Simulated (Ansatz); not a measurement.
H7FSi3 (SMILES F[SiH]([SiH3])[SiH3]), singlet, at a GFN2-xTB geometry, atoms displaced at random by about 0.03 Å a coordinate; PBE0/6-31G, gradient run with Ansatz (a quantum-chemistry and plane-wave program).

The Ansatz input:
Ansatz 0.2 input:
```yaml
crystal:
  periodic: [false, false, false]
  atoms:
    - {symbol: Si, position_ang: [0.11718582, 0.03585157, -0.56071872]}
    - {symbol: F, position_ang: [-0.06184383, -1.56445878, -0.92637493]}
    - {symbol: Si, position_ang: [-1.92611604, 0.75969829, 0.02381374]}
    - {symbol: Si, position_ang: [1.88598439, 0.00516383, 1.01222709]}
    - {symbol: H, position_ang: [0.51648138, 0.53551183, -1.87265000]}
    - {symbol: H, position_ang: [-2.96077412, 0.54956557, -1.03451187]}
    - {symbol: H, position_ang: [-1.92832500, 2.18591894, 0.33171558]}
    - {symbol: H, position_ang: [-2.49407822, 0.09205132, 1.24229519]}
    - {symbol: H, position_ang: [3.09783103, -0.55292500, 0.44407793]}
    - {symbol: H, position_ang: [2.21512498, 1.41145847, 1.25964163]}
    - {symbol: H, position_ang: [1.49524138, -0.62886614, 2.25306928]}
basis:
  gaussian:
    orbitals: 6-31G
hamiltonian:
  xc: pbe0
output: {forces: true}
```

What the program printed (banner, timings and long lists left out):

```
Functional definition: PBE0
719 factors; integrals over basis functions are off by at most 1.8e-4 eV
mean field evaluation 1: about -26445.5920 eV, gradient 3.0e1 eV
mean field evaluation 2: about -26443.5007 eV, gradient 4.8e1 eV
mean field evaluation 4: about -26447.0589 eV, gradient 6.2e-1 eV
mean field evaluation 8: about -26447.2219 eV, gradient 5.2e-2 eV
mean field evaluation 16: about -26447.2220 eV, gradient 7.8e-6 eV
mean field -26447.22196368 eV, -971.9174805944 hartree, gradient 7.8e-6 eV, S^2 0.000000; 0 other end points of the search recorded, 0 dependent functions left out
the calculation of the forces begins
reference -26447.22199756 eV, -971.9174818395 hartree; 29, 29 occupied and 33, 33 virtual orbitals, 719 factors
Total energy: -26447.22199756 eV, -971.9174818395 hartree
Atom 0 at     0.117186     0.035852    -0.560719 Å, force     1.337200     0.496830     0.563569 eV/Å
Atom 1 at    -0.061844    -1.564459    -0.926375 Å, force    -0.444600    -2.524402    -0.387279 eV/Å
Atom 2 at    -1.926116     0.759698     0.023814 Å, force    -1.502518    -0.010681     0.497891 eV/Å
Atom 3 at     1.885984     0.005164     1.012227 Å, force    -0.684536     0.824156    -0.765518 eV/Å
Atom 4 at     0.516481     0.535512    -1.872650 Å, force     0.351750     0.878939    -0.628553 eV/Å
Atom 5 at    -2.960774     0.549566    -1.034512 Å, force     0.061563    -0.069255    -0.262604 eV/Å
Atom 6 at    -1.928325     2.185919     0.331716 Å, force     0.109721     0.906016     0.136747 eV/Å
Atom 7 at    -2.494078     0.092051     1.242295 Å, force     0.181237    -0.138545     0.084920 eV/Å
Atom 8 at     3.097831    -0.552925     0.444078 Å, force     0.702737    -0.620245    -0.409443 eV/Å
Atom 9 at     2.215125     1.411458     1.259642 Å, force     0.150625     0.773623     0.326861 eV/Å
Atom 10 at     1.495241    -0.628866     2.253069 Å, force    -0.263178    -0.516436     0.843410 eV/Å
Dipole moment:     0.098813     0.431503     0.161222 e Å
```
